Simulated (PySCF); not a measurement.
## Chlorine: a sound run and one with changed settings

Sound run: Cl+ [Ne] 3s2 3p4, Cl(2+) [Ne] 3s2 3p3. Calculation: PySCF 2.14, in aug-cc-pV(D+d)Z (5s4p3d, 32 functions); no relativity, point nucleus. In the sound run the correlated levels freeze [Ne]. The sound run starts from symmetry-adapted Hartree-Fock orbitals and uses a fine grid where one is needed.

Changed run: the spin-free X2C one-electron Hamiltonian (Gaussian nucleus). This setting is unsound on purpose.

| species | method | sound run (hartree) | changed run (hartree) | converged |
| --- | --- | --- | --- | --- |
| Cl+ | UHF | -459.03842 | -460.28218 | yes |
| Cl+ | LDA | -458.15588 | -459.39784 | yes |
| Cl+ | TPSS | -459.68624 | -460.92910 | yes |
| Cl+ | MP2 | -459.13231 | -460.37602 | yes |
| Cl+ | CCSD(T) | -459.15613 | -460.39974 | yes |
| Cl(2+) | UHF | -458.21026 | -459.45430 | yes |
| Cl(2+) | LDA | -457.27579 | -458.51810 | yes |
| Cl(2+) | TPSS | -458.80961 | -460.05280 | yes |
| Cl(2+) | MP2 | -458.28514 | -459.52911 | yes |
| Cl(2+) | CCSD(T) | -458.30750 | -459.55135 | yes |

Ionisation energy of Cl+:

| method | sound run (eV) | changed run (eV) |
| --- | --- | --- |
| UHF | 22.535 | 22.528 |
| LDA | 23.949 | 23.939 |
| TPSS | 23.854 | 23.845 |
| MP2 | 23.053 | 23.046 |
| SCS-MP2 | 23.076 | 23.069 |
| CCSD | 23.074 | 23.068 |
| CCSD(T) | 23.092 | 23.086 |

Most of the change in total energy is the relativistic energy itself. On top of that the contraction fixes the core shape for the Hamiltonian it was made with, so the changed run is not a good calculation with the other Hamiltonian either.

For comparison, NIST gives 23.814 eV between the lowest levels.
